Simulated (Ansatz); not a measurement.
These are frozen-core CCSD(T)/cc-pVDZ // PBE0-D3(BJ)/def2-SVP run with Ansatz (a quantum-chemistry and plane-wave program) values and carry that method's errors.

Ansatz 0.2 input:
```yaml
crystal:
  periodic: [false, false, false]
  atoms:
    - { symbol: C, position_ang: [-2.02503, -1.642492, -0.110676] }
    - { symbol: C, position_ang: [-1.074756, -0.711501, -0.847608] }
    - { symbol: C, position_ang: [0.0, 0.0, 0.0] }
    - { symbol: C, position_ang: [-0.649098, 0.863303, 1.101432] }
    - { symbol: C, position_ang: [-1.596563, 1.961407, 0.643928] }
    - { symbol: C, position_ang: [0.902831, -1.024242, 0.718051] }
    - { symbol: C, position_ang: [1.663837, -2.004081, -0.161505] }
    - { symbol: C, position_ang: [0.821024, 0.87244, -0.971876] }
    - { symbol: C, position_ang: [1.957755, 1.685163, -0.371747] }
    - { symbol: H, position_ang: [-2.745641, -2.092887, -0.810221] }
    - { symbol: H, position_ang: [-1.494002, -2.469728, 0.385292] }
    - { symbol: H, position_ang: [-2.607755, -1.115119, 0.660431] }
    - { symbol: H, position_ang: [-0.565006, -1.275194, -1.647249] }
    - { symbol: H, position_ang: [-1.661636, 0.058588, -1.376342] }
    - { symbol: H, position_ang: [0.15669, 1.311152, 1.70737] }
    - { symbol: H, position_ang: [-1.182912, 0.191903, 1.795181] }
    - { symbol: H, position_ang: [-2.456776, 1.561098, 0.085285] }
    - { symbol: H, position_ang: [-1.998792, 2.510682, 1.508803] }
    - { symbol: H, position_ang: [-1.096256, 2.697824, -0.003899] }
    - { symbol: H, position_ang: [1.620914, -0.469719, 1.345654] }
    - { symbol: H, position_ang: [0.281311, -1.588967, 1.433468] }
    - { symbol: H, position_ang: [2.272464, -2.684267, 0.453653] }
    - { symbol: H, position_ang: [2.349419, -1.493008, -0.855104] }
    - { symbol: H, position_ang: [0.988899, -2.629734, -0.765916] }
    - { symbol: H, position_ang: [0.127006, 1.553012, -1.493589] }
    - { symbol: H, position_ang: [1.223636, 0.219229, -1.764493] }
    - { symbol: H, position_ang: [2.71511, 1.047026, 0.109388] }
    - { symbol: H, position_ang: [2.47197, 2.266473, -1.152235] }
    - { symbol: H, position_ang: [1.601356, 2.401636, 0.384522] }
basis:
  gaussian: { orbitals: cc-pVDZ }
correlation:
  method: ccsd_t
```

Output:

```
Functional definition: HF
2037 factors; integrals over basis functions are off by at most 7.4e-4 eV
mean field evaluation 1: about -9584.9251 eV, gradient 4.4e1 eV
mean field evaluation 2: about -9585.3159 eV, gradient 4.4e1 eV
mean field evaluation 4: about -9591.3463 eV, gradient 5.5e0 eV
mean field evaluation 8: about -9591.4418 eV, gradient 1.7e-4 eV
mean field evaluation 16: about -9591.0573 eV, gradient 2.5e-1 eV
mean field -9591.44179566 eV, -352.4789846779 hartree, gradient 3.8e-6 eV, S^2 0.000000; 0 other end points of the search recorded, 0 dependent functions left out
9 core orbitals not correlated
reference -9591.44179566 eV, -352.4789846779 hartree; 28, 28 occupied and 189, 189 virtual orbitals, 2037 factors
second order -36.04305814 eV of doubles, -0.00000000 eV of singles
cycle   1  -38.21799376 eV  change    -2.2e0 eV  update   1.2e-1
cycle   2  -39.22136702 eV  change    -1.0e0 eV  update   3.4e-2
cycle   3  -39.35639208 eV  change   -1.4e-1 eV  update   1.1e-2
cycle   4  -39.36129512 eV  change   -4.9e-3 eV  update   2.9e-3
cycle   5  -39.36367922 eV  change   -2.4e-3 eV  update   8.0e-4
cycle   6  -39.36392117 eV  change   -2.4e-4 eV  update   2.0e-4
cycle   7  -39.36394332 eV  change   -2.2e-5 eV  update   5.3e-5
perturbative correction -1.23370496 eV, -0.0453378209 hartree
Total energy: -9632.03944394 eV, -353.9709207339 hartree
```

Cost: roughly 7 core-minutes.
